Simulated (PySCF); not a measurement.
# How the method changes the shape and vibrations of ClFHNSi

These are calculations, not measurements. They come from PySCF 2.14.0, an open-source quantum chemistry program, on an isolated molecule that a program drew, which may never have been made. The molecule is ClFHNSi (charge 0, singlet), drawn as the SMILES string `N=[Si](F)Cl`.

The geometry was optimised and harmonic frequencies were computed with HF and MP2, all in the cc-pV(D+d)Z basis, for the commonest isotopes, with a restricted reference for singlets and an unrestricted one otherwise, and a frozen core in MP2. Each result is a local minimum of its method.

Geometry at the HF minimum:
```xyz
5
ClFHNSi, angstrom
N    -3.5581   -0.1576    1.9737
Si   -2.3019    0.7032    2.2275
F    -2.0620    2.2683    2.1021
Cl   -0.5512   -0.0699    2.8254
H    -4.4660    0.1387    1.6769
```

Lengths of the bonds as drawn, in Å (atoms numbered as above):
| bond | HF | MP2 |
|---|---|---|
| N1-Si2 | 1.544 | 1.592 |
| Si2-F3 | 1.588 | 1.617 |
| Si2-Cl4 | 2.005 | 2.016 |
| N1-H5 | 1.000 | 1.024 |

Rotational constants, in GHz:
```
constant,HF,MP2
A,7.336,6.903
B,3.79,3.776
C,2.499,2.441
```

Harmonic frequencies in cm^-1, each column in rising order, so a row needn't be the same motion in every method:
```
rank    HF   MP2
   1   269   251
   2   314   281
   3   330   284
   4   561   564
   5   606   574
   6   613   649
   7   918   866
   8  1333     ?
   9  3882  3601
```

**Estimate the missing MP2 frequency from the HF column.**

A single factor s that minimises the squared misfit of MP2 against s times HF over the other rows is sum(HF x MP2) / sum(HF^2) = 0.9325, with an rms misfit of 33 cm^-1. For rank 8 it gives 0.9325 x 1333 = 1243 cm^-1. The calculation gives 1192 cm^-1, 51 cm^-1 below the estimate. The drawn bonds are on average 2.0 % longer in MP2 than in HF.
